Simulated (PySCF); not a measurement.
MgF₂, SMILES [F][Mg][F].

Coordinates come from a PBE0-D3(BJ)/def2-TZVP optimisation. The isomer is the one that the SMILES or the coordinates give; other isomers of the formula were not compared.

Method: IEF-PCM-B3LYP/def2-SVP in PySCF.

The values are the electrostatic part of the solvation free energy, E(continuum) − E(gas) at the gas-phase geometry, in a cavity of scaled van der Waals radii (PySCF's table); cavitation and dispersion terms are not included. A continuum can't describe solvent molecules that bind to the metal. In vacuum the orbital gap is 7.71 eV. The dipole moment in vacuum is 0.00 D.

Computed values in water (ε = 78.36), dichloromethane (ε = 8.93), acetonitrile (ε = 35.69):
| solvent | ε | ΔG(elec) (kcal/mol) | dipole (D) | gap (eV) |
|---|---|---|---|---|
| water | 78.36 | -19.3 | 0.00 | 8.44 |
| dichloromethane | 8.93 | -16.5 | 0.00 | 8.34 |
| acetonitrile | 35.69 | -18.8 | 0.00 | 8.42 |
